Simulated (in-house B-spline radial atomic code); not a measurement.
Values are calculated unless marked as measured or tabulated.
# Ni ion on Si atom: potential, deflection and energy transfer

The pair potential comes from two frozen, spherical free-atom densities (PBE, B-spline radial code, scalar-relativistic past argon): electrostatics plus the change in Thomas-Fermi kinetic and Dirac exchange energy where they overlap, the recipe behind the universal ZBL potential, which averages such potentials (from solid-state densities) over many pairs. It is written V = (Z1 Z2 e²/r) φ(r/a), with e² = 14.3996 eV·Å and a = 0.46850 Å/(Z1^0.23 + Z2^0.23); ZBL's fit is φ = 0.18175 e^(−3.1998x) + 0.50986 e^(−0.94229x) + 0.28022 e^(−0.4029x) + 0.02817 e^(−0.20162x). Where φ falls below 4e-4 it is continued as an exponential.

Masses 58.69 and 28.09 u.

```csv
x = r/a,"φ, this pair","φ, ZBL"
0.1,0.8955,0.8928
0.25,0.7761,0.7647
0.5,0.6296,0.6096
1,0.4385,0.4164
1.5,0.3192,0.2995
2,0.2391,0.2218
3,0.14,0.1292
4,0.08682,0.08026
5,0.05624,0.05224
6.5,0.03011,0.02914
8,0.01702,0.01705
10,0.008991,0.008778
12,0.005118,0.00474
14.5,0.002535,0.002328
17,0.001216,0.001212
```

**Question.** At x = 3 the electrostatic, kinetic and exchange parts are 548.36, 1818.38 and -125.5 eV. Find r, V and φ.

**Answer.** a = 0.46850/(2.1520 + 1.8349) = 0.11751 Å, so r = 0.35253 Å. V = 548.36 + 1818.38 + (-125.5) = 2241.24 eV. The bare repulsion is 28 × 14 × 14.3996/0.35253 = 16012 eV, so φ = 0.1400, +8.3 % against ZBL's 0.1292. The kinetic (Pauli) term is 81 % of V here.

**Question.** The ion comes in at 14.84 keV with impact parameter 0.5875 Å. The scattering integral gives a centre-of-mass angle of 11.68° and a closest approach of 5.258 a. What are the reduced energy, the energy passed on and the laboratory angles?

**Answer.** ε = E a M2/(Z1 Z2 e² (M1 + M2)) = 14840 × 6.7386e-06 = 0.1. The most that one collision can pass on is γE with γ = 4 M1 M2/(M1 + M2)² = 0.8757. Here T = γE sin²(θ/2) = 0.8757 × 14840 × 0.01036 = 134.7 eV. The ion turns by arctan(sin θ/(cos θ + M1/M2)) = 3.8°, and the struck atom leaves at (180° − θ)/2 = 84.2°. The closest approach is 0.618 Å. With ZBL the angle would be 10.78° and T = 114.7 eV.
